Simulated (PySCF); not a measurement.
## Structure elucidation problem

The spectra below were simulated for a compound C₃HF₅.

1H NMR (400 MHz, computed): δ 7.00 (ddq, J = 74.5, 10.9, 1.0 Hz, 1H).

13C{1H} NMR (computed): δ 146.2 (ddq, J = 347.9, 9.8, 6.2 Hz), 144.6 (dqd, J = 335.0, 40.4, 11.0 Hz), 111.7 (qdd, J = 339.9, 31.7, 7.2 Hz).

- coordinates at the PBE0-D3(BJ)/def2-SVP level
- NMR shieldings at HF/pcSseg-2/GIAO
- B3LYP/pcJ-1 coupling constants
- run in PySCF 2.14
- isolated molecule, a single conformation, relativity neglected, one averaged value for each set of equivalent atoms

Chemical shifts δ = σref − σ; 1H (31.68 ppm) and 13C (191.47 ppm) vs TMS, all at this level.

What is the structure?

Results:


1. Rings plus π bonds: 1 (no ring in the answer).
2. 3 carbon signals for 3 carbons: no two carbons are equivalent.
3. Carbon types of the structure: 2 × C, 1 × CH, which accounts for all hydrogens.
4. δC 146.2: alkene CH; the olefinic region.
5. δC 144.6: fully substituted alkene carbon; the olefinic region.
6. δC 111.7: CF3 carbon; 3 electronegative neighbours deshield it.
7. δH 7.00: hydrogen on an alkene CH; attached to an sp2 carbon and in the plane of the double bond.

The compound is `InChI=1S/C3HF5/c4-1-2(5)3(6,7)8/h1H/b2-1-`.

The data come from this structure; uniqueness wasn't tested.

Common functionals overestimate the size of one-bond C–F couplings by tens of Hz; these are unscaled. Multiplet labels drop couplings under 1 Hz and merge nearly equal ones. Shifts are as computed, not scaled to solution data. Of 1211 compounds with measured shifts, 218 miss one by over three times the rms of a fit or turn the order of signals round; such compounds aren't used in these exercises.
